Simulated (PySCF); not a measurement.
Mayer bond orders and bond lengths

C4H5FN2.
SMILES with atom numbers: `[CH3:1]/[N:2]=[CH:3]\[C@H:4]([F:5])[C:6]#[N:7]` (hydrogens: H8, H9, H10 on C1; H11 on C3; H12 on C4)

Structure used (GFN2-xTB), in Å, numbered top down from 1:
```xyz
12
C4H5FN2 angstrom
C      1.6666    0.4141    0.1979
N      1.0607   -0.6724   -0.4984
C     -0.1342   -1.0069   -0.3892
C     -1.2226   -0.4009    0.5010
F     -2.3636   -1.1637    0.3919
C     -1.4956    0.9695    0.1093
N     -1.6835    2.0465   -0.2214
H      2.5329    0.0188    0.7300
H      1.0129    0.9514    0.8938
H      2.0361    1.1133   -0.5533
H     -0.4869   -1.8416   -0.9837
H     -0.9217   -0.4288    1.5607
```

Bond orders from the PBE0/pcSseg-1 density (PySCF). The structure is a single GFN2-xTB conformer in the gas phase; no vibrational or solvent corrections.

(1) How far do the computed orders between heavy atoms stray from the drawn ones?

(2) Give the Mayer order of every bond, beside its length.

Results:

(1) The largest departure is 0.113, at C4–F5 (drawn single, 0.887).

(2) 
| bond | drawn as | length (Å) | Mayer order |
| --- | --- | --- | --- |
| C1–N2 | single | 1.426 | 0.977 |
| N2–C3 | double | 1.246 | 2.010 |
| C3–C4 | single | 1.531 | 0.936 |
| C4–F5 | single | 1.377 | 0.887 |
| C4–C6 | single | 1.451 | 0.958 |
| C6–N7 | triple | 1.142 | 3.020 |
| C1–H8 | single | 1.091 | 0.953 |
| C1–H9 | single | 1.096 | 0.942 |
| C1–H10 | single | 1.091 | 0.951 |
| C3–H11 | single | 1.084 | 0.950 |
| C4–H12 | single | 1.102 | 0.919 |

By pair of heavy elements: C–N: lowest C1–N2 (0.977, 1.426 Å), highest C6–N7 (3.020, 1.142 Å). C–C: lowest C3–C4 (0.936, 1.531 Å), highest C4–C6 (0.958, 1.451 Å).

Problem. Sum the orders of all bonds at each heavy atom with more than one neighbour and set the sums beside the valence in the SMILES.

Solution. C1 3.823 (drawn 4), N2 2.987 (drawn 3), C3 3.896 (drawn 4), C4 3.700 (drawn 4), C6 3.978 (drawn 4). Orders between atoms that aren't bonded are not in these sums.

For a closed shell the Mayer order of atoms A and B is Σ (PS)μν (PS)νμ over the basis functions μ on A and ν on B, with P the density and S the overlap matrix.

These values come from a run that also computed NMR shieldings. Time: 23 s wall; peak memory 0.70 GiB. Hardware: an Intel Xeon at 2.70 GHz with one thread, no GPU, shared host with 64 logical CPUs at a one-minute load of 59.
